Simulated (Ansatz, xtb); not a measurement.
**F5HOW: which of two structures lies lower**

We compare X, a singlet given by its coordinates, with Y, a triplet given by its coordinates. Both are isolated molecules in the gas phase, relaxed with PBE0-D4/def2-SVP.

X (Å):

```csv
atom,x (Å),y (Å),z (Å)
F,1.4224,0.1542,1.2325
F,-1.0911,0.4921,-1.4593
F,0.9381,1.8319,-0.6459
F,-0.9267,1.2846,1.0275
F,1.2582,-0.6387,-1.2541
O,-0.6583,-1.2856,0.4533
W,0.1347,0.2626,-0.0921
H,-1.0773,-2.1011,0.7381
```

Close contacts (Å): F1–W7 1.85, F2–W7 1.85, F3–W7 1.85, F4–W7 1.85, F5–W7 1.85, O6–W7 1.82, O6–H8 0.96, W7–H8 2.78.

Y (Å):

```xyz
8

F     1.4674   -0.2315    1.4434
F    -1.2859    0.4483   -1.2420
F     0.9076    1.5527   -0.5256
F    -1.3277    1.0893    0.6291
F     1.5214   -1.0561   -0.9630
O    -0.8105   -1.4891    0.4778
W     0.2692   -0.0854    0.0214
H    -1.6896   -1.8651    0.5864
```

Close contacts (Å): F1–W7 1.87, F2–W7 2.07, F3–W7 1.84, F4–W7 2.07, F5–W7 1.87, O6–W7 1.83, O6–H8 0.96, W7–H8 2.71.

Task: Which of the two would you expect CCSD(T)/def2-SVP + ΔMP2/def2-TZVPP electronic energies to favour?

Result: Structure X; the calculation gives E(Y) − E(X) = +480.5 kJ/mol.

Level by level:

```tsv
level	geometry	E(Y) − E(X) (kJ/mol)	departure from the last row (kJ/mol)	job, with rough time for the two
PBE0-D4/def2-SVP	PBE0-D4/def2-SVP	+424.2	−56.3	optimisation, 4.3 min
HF/def2-SVP	PBE0-D4/def2-SVP	+335.2	−145.3	part of the CCSD(T) run
MP2/def2-SVP	PBE0-D4/def2-SVP	+545.2	+64.7	part of the CCSD(T) run
CCSD(T)/def2-SVP	PBE0-D4/def2-SVP	+460.0	−20.4	single point
CCSD(T)/def2-SVP + ΔMP2/def2-TZVPP	PBE0-D4/def2-SVP	+480.5		single point, 10 min
```

The levels shown agree on the order. The largest departure from CCSD(T)/def2-SVP + ΔMP2/def2-TZVPP is that of HF/def2-SVP, 145.3 kJ/mol. No reliable frequencies are at hand for X, so it isn't confirmed as a minimum. Levels run at GFN2-xTB geometries aren't shown. The last row adds to CCSD(T) the change of the MP2 difference between the two basis sets, here +20.4 kJ/mol, a large step that makes the value less sure.

The T1 diagnostic of structure X is large, so the coupled-cluster value is less sure. Open shells are spin-unrestricted. The correlated steps freeze 6 core orbitals. Atoms past krypton carry core potentials in the def2 sets and no spin–orbit term is included. Codes used: Ansatz 0.2.0, xtb 6.7.1; the last row on 2 threads of Arm Neoverse V1 on a shared host.
